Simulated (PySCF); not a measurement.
**Computed structure and properties of [Ce(NH3)3]3+**

System: [Ce(NH3)3]3+ (singlet in the valence; each metal's 4f electrons, 1 of them, lie in its core potential, out of spins and levels); start: displaced along the imaginary mode (C3). Method: PySCF 2.14.0, RKS PBE0, Ce lcecp-1-SVP with ECP47, N def2-SVP, H def2-SVP; non-relativistic Hamiltonian with scalar-relativistic core potentials where named; density fitting; no spin-orbit coupling.

Input of the relaxation:

```python
mol = gto.M(atom='''
Ce     0.00000    -0.00000     0.00874
N      2.54048     0.00099    -0.02336
H      2.99648    -0.27361     0.89304
H      2.98147    -0.66120    -0.72294
H      2.98942     0.93410    -0.25000
N     -1.27109     2.19962    -0.02336
H     -1.26128     2.73183     0.89304
H     -0.91812     2.91263    -0.72294
H     -2.30366     2.12186    -0.25000
N     -1.26938    -2.20061    -0.02336
H     -1.73520    -2.45822     0.89304
H     -2.06335    -2.25143    -0.72294
H     -0.68575    -3.05596    -0.25000''',
    basis={'Ce': 'lcecp-1-SVP', 'N': 'def2-SVP', 'H': 'def2-SVP'},
    ecp={'Ce': 'lcecp-1-SVP'},
    charge=3, spin=0)
mf = dft.RKS(mol, xc='PBE0')
mf.grids.atom_grid = (50, 194)  # f atoms: unpruned, at least (60, 302)
mf = mf.density_fit()  # fitting sets: Ce AutoAux, N def2-universal-JKFIT, H def2-universal-JKFIT
mf.conv_tol = 1e-08; mf.max_cycle = 55
mf.kernel(dm0)  # dm0: converged density of the start geometry
# quasi-Newton relaxation in Cartesian coordinates to a largest gradient under 0.00045 Eh/bohr, steps kept in the point group
```

Run from Python with OMP_NUM_THREADS=2; the lines above give its settings. Where DIIS fails, smearing, a level shift and second-order steps follow.
It took 94 s on 2 threads of Arm Neoverse V2 (shared host), from the converged density of the start.

Course of the relaxation:

| step | energy above end (eV) | largest force component within the symmetry (eV/Å) |
| --- | --- | --- |
| 0 | 0.1365 | 0.910 |
| 1 | 0.0292 | 0.033 |
| 2 | 0.0289 | 0.009 |
| 3 | 0.0288 | 0.010 |
| 4 | 0.0285 | 0.026 |
| 5 | 0.0262 | 0.088 |
| 6 | 0.0236 | 0.176 |
| 7 | 0.0161 | 0.148 |
| 13 | 0.0013 | 0.076 |
| 14 | 0.0008 | 0.041 |
| 15 | 0.0005 | 0.030 |
| 16 | 0.0002 | 0.023 |
| 17 | 0.0000 | 0.009 |
| 18 | 0.0000 | 0.002 |
(The steps between are left out.)

Relaxed geometry (C3):

```xyz
13

Ce    0.0000    0.0000    0.7514
N     2.4220   -0.0008    0.0059
H     3.1048   -0.2563    0.7427
H     2.6658   -0.6504   -0.7630
H     2.7879    0.9056   -0.3363
N    -1.2103    2.0979    0.0059
H    -1.3304    2.8170    0.7427
H    -0.7696    2.6339   -0.7630
H    -2.1782    1.9616   -0.3363
N    -1.2117   -2.0971    0.0059
H    -1.7744   -2.5607    0.7427
H    -1.8962   -1.9834   -0.7630
H    -0.6097   -2.8672   -0.3363
```

```csv
contact,Å
Ce1–N2 (NH3),2.534
Ce1–N6 (NH3),2.534
Ce1–N10 (NH3),2.534
```

On the finer grid (75, 302):

| Quantity | Value |
| --- | --- |
| HOMO | -23.97 eV |
| LUMO | -16.07 eV |
| Dipole about the centre of mass | 2.06 D |
| Set of Mulliken populations of Ce1 outside the core potential | s 2.16, p 6.12, d 0.75, f 0.03 |
| D3(BJ) dispersion energy (not in the energies) | -0.197 eV |

```csv
atom,Mulliken (e),Löwdin (e),spin (e)
Ce1,1.93,1.66,0.00
N2,-0.40,-0.04,0.00
H3,0.25,0.16,0.00
H4,0.25,0.16,0.00
H5,0.25,0.16,0.00
N6,-0.40,-0.04,0.00
H7,0.25,0.16,0.00
H8,0.25,0.16,0.00
H9,0.25,0.16,0.00
N10,-0.40,-0.04,0.00
H11,0.25,0.16,0.00
H12,0.25,0.16,0.00
H13,0.25,0.16,0.00
```

The 4f levels lie in the core potential and are missing. Their spin isn't counted.

On the grid (50, 194), as all that follows. Harmonic modes: a minimum within the noise of the softest modes; lowest 19 cm⁻¹ (negative: unstable), highest 3439 cm⁻¹, zero-point energy 3.084 eV.

Taking off one NH3 (charge 0, singlet; the rest: singlet) in vacuum, both parts rigid, costs 3.67 eV; the small basis without counterpoise inflates it. Parting with an electron moved from the ligand to the metal can be far cheaper, even downhill.

Rigid scan of NH3 along the line from its metal:

distance to N2 (Å), energy (eV) and a bar:
```
     2.23      0.437 ##############################
     2.33      0.170 ############
     2.43      0.037 ###
     2.53      0.000 
     2.63      0.030 ##
     2.73      0.105 #######
     2.93      0.337 #######################
```

One start shape was tried, so this needn't be the lowest isomer.

An lcecp potential fixes the number of 4f electrons, so in runs with it no electron can move into or out of that shell.
